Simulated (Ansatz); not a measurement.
Program: Ansatz. Geometries: PBE0-D4/def2-TZVP. ΔE: electronic, gas phase. CCSD(T)/CBS is the MP2 limit (def2-TZVPP, def2-QZVPP) plus CCSD(T) − MP2 in def2-TZVPP, frozen cores. This one scheme is used for every species. DFT in def2-TZVPP. B3LYP here is the variant with VWN-RPA as its local correlation; programs differ in this. Each species was taken in one conformer, which may not be the lowest.

Reaction (ligand exchange at the Si–F bond): `N[Si](O)(O)F` + CH₃OH → `CO[Si](N)(O)O` + H–F

```json
{"level": "ωB97M-V", "ΔE (kJ/mol)": "45.1"}
{"level": "B3LYP", "ΔE (kJ/mol)": "53.6"}
```

(1) What does CCSD(T)/CBS give? (Best estimate.)

Largest T1 diagnostic among the species: 0.011.

Results:

(1) Computed: +42.0 kJ/mol. The listed levels differ from it by 3.1, 11.6 kJ/mol.

The D4 term adds −9.8 kJ/mol with B3LYP and −5.7 kJ/mol with PBE0; it sums over pairs of atoms, weighted by their polarisabilities, and B3LYP, whose exchange is more repulsive, gets the larger term. In def2-TZVPP, CCSD(T) changes the Hartree–Fock value by −14.3 kJ/mol (the triples alone add −2.3 kJ/mol) and MP2 by −16.6 kJ/mol.
